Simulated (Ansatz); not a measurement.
Molecule: GaI, net charge 0, singlet state. 
Geometry from a B3LYP-D3(BJ)/def2-TZVP (Ansatz, a quantum-chemistry and plane-wave program) optimisation:
```xyz
2

Ga     0.0000     0.0000    -1.6517
I      0.0000     0.0000     0.9661
```

Parts of the frozen-core correlation energy in def2-SVP (Ansatz, hartree). Frozen orbitals: 23; correlated occupied orbitals by spin: 5 and 5; virtual: 30 and 30. Spin-orbit coupling is left out. Past Kr the def2 sets carry scalar-relativistic core potentials.

```json
[
 {"term": "reference (HF)", "value": "-2219.72264"},
 {"term": "MP2 opposite-spin", "value": "-0.10496"},
 {"term": "MP2 same-spin", "value": "-0.03359"},
 {"term": "CCSD correlation", "value": "-0.15884"},
 {"term": "(T)", "value": "-0.00424"},
 {"term": "CCSDT minus CCSD(T)", "value": "-0.00059"},
 {"term": "T1 diagnostic", "value": "0.016"},
 {"term": "largest doubles amplitude", "value": "0.064"}
]
```
